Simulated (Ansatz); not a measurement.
Ideal-gas functions of Br3P, SMILES `BrP(Br)Br` at 400 K and 1 bar, from an Ansatz frequency run at PBE0-D4/def2-TZVP.

Molar mass 270.69 g/mol, point group C3v (symmetry number 3), electronic degeneracy 1, moments of inertia 499.767, 499.774, 944.713 u Å². Harmonic wavenumbers (cm⁻¹, unscaled): 111, 111, 161, 398, 403, 403.

Use S(trans) = R[1.5 ln M + 2.5 ln T − 1.1517]; rotational temperatures θ = 24.2544 K / I; S(rot) = R[ln(√π/σ · √(T³/θAθBθC)) + 1.5]; for each mode x = 1.438777 ν̃/T, S = R[x/(eˣ − 1) − ln(1 − e⁻ˣ)] and H = RT x/(eˣ − 1); 1 cm⁻¹ = 0.0119627 kJ/mol; R = 8.31446 J/(mol·K).

Question: By hand: the entropy, in J/(mol·K).

Answer: Translation 184.8. Rotation: θ = 0.0485, 0.0485, 0.0257 K, giving 123.2. Vibration, mode by mode: 16.00, 16.00, 12.97, 6.01, 5.92, 5.92, in all 62.8. Electronic 0.0. Sum 370.8 J/(mol·K).

Question: By hand: H − E and G − E in kJ/mol, counted from the electronic energy.

Answer: Zero-point energy ½ × 1587 × 0.0119627 = 9.5; thermal vibration 12.3; translation, rotation and pV give 4 RT = 13.3. H − E = 35.1 kJ/mol, and G − E = 35.1 − 400 × 370.8/1000 = -113.2 kJ/mol.

Vibration gives 17 % of the entropy, 32.0 J/(mol·K) of it from the modes under 150 cm⁻¹: soft modes count most, and the harmonic formula is weakest for them.
